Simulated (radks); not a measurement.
Values are calculated unless marked as measured or tabulated.
Spin polarisation of the 5d3 shell in W3+. Start: [Xe] 4f14 5d(up 1.5, down 1.5); electrons of 5d are moved from spin down to spin up, other shells keep equal spins. Level of theory: non-relativistic Kohn-Sham, PBEsol, spin-polarised, spherical densities, point nucleus (a radial shooting solver on a logarithmic mesh with Libxc functionals).

moment (Bohr magnetons)  E - E(0) (eV)  e(5d up) (eV)  e(5d down) (eV)  5p down minus up (eV)
0                                0.000        -32.003          -32.003                  0.000
0.75                            -0.111        -32.285          -31.695                  0.495
1.5                             -0.443        -32.543          -31.359                  0.993
2.25                            -0.999        -32.778          -30.993                  1.498
3                               -1.784        -32.992          -30.583                  2.011

At moment 3 the spin-polarisation energy is -1.784 eV and the 5d exchange splitting 2.409 eV, that is 0.803 eV per Bohr magneton; E = -I m^2/4 would give I = 0.793 eV.
